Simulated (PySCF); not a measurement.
Two species compared at the same levels of theory.

First species: 2(5H)-thiophenone, C₄H₄OS.
SMILES with atom numbers: `[O:1]=[C:2]1[CH:3]=[CH:4][CH2:5][S:6]1` (hydrogens: H7 on C3; H8 on C4; H9, H10 on C5)

Geometry (PBE0-D3(BJ)/def2-SVP, Å), atoms numbered from 1 in this order:
```
atom  x, y, z in Å
O1     2.4610   -0.5040   -1.0913
C2     1.3730   -0.3789   -0.6061
C3     0.6668    0.8839   -0.2942
C4    -0.5474    0.7364    0.2442
C5    -1.0110   -0.6674    0.4470
S6     0.3110   -1.7625   -0.1240
H7     1.1605    1.8321   -0.5123
H8    -1.1936    1.5702    0.5313
H9    -1.2366   -0.8654    1.5082
H10   -1.9341   -0.8643   -0.1241
```

Second species: C8H14O2.
InChI=1S/C8H14O2/c1-7(9)10-8-5-3-2-4-6-8/h8H,2-6H2,1H3

Levels: CAM-B3LYP/def2-SVPD for HOMO energy, LUMO energy, HOMO–LUMO gap and static isotropic polarisability; TDDFT CAM-B3LYP/def2-SVPD for lowest singlet excitation; TDA CAM-B3LYP/def2-SVPD for lowest triplet excitation (Tamm–Dancoff); ΔSCF CAM-B3LYP/def2-SVPD for vertical ionisation energy. Geometries: PBE0-D3(BJ)/def2-SVP. Each species is one conformer at its optimised geometry, gas phase, non-relativistic unless stated; the electronic structure was computed with PySCF and density fitting.

| property | column X | column Y |
| --- | --- | --- |
| HOMO energy | -9.38 eV | -8.75 eV |
| LUMO energy | 1.29 eV | -0.59 eV |
| HOMO–LUMO gap | 10.67 eV | 8.16 eV |
| lowest singlet excitation | 5.95 eV | 4.35 eV |
| lowest triplet excitation (Tamm–Dancoff) | 5.43 eV | 3.94 eV |
| static isotropic polarisability | 99.2 au | 67.4 au |
| vertical ionisation energy | 10.13 eV | 9.65 eV |

Question: Which column belongs to which species?

Answer: Column X is the second species and column Y the first. The first has 10 atoms and 52 electrons, the second 24 and 78.

Question: How does each property change from the first species to the second?

Answer: HOMO energy -0.63 eV; LUMO energy +1.88 eV; HOMO–LUMO gap +2.51 eV; lowest singlet excitation +1.60 eV; lowest triplet excitation (Tamm–Dancoff) +1.49 eV; static isotropic polarisability +31.8 au; vertical ionisation energy +0.48 eV.

On the first: No computed singlet falls in the visible range (750 to 380 nm, 1.65 to 3.26 eV); S1 lies 1.09 eV above its blue end. The polarisability is 9.99 Å³ as a volume (1 au = 0.148185 Å³), or 1.30 au for each of the 52 electrons.

On the second: The principal polarisabilities are 85.7, 94.8 and 116.9 au; their mean is the isotropic value. The ΔSCF ionisation energy exceeds −ε(HOMO) by 0.75 eV with CAM-B3LYP.
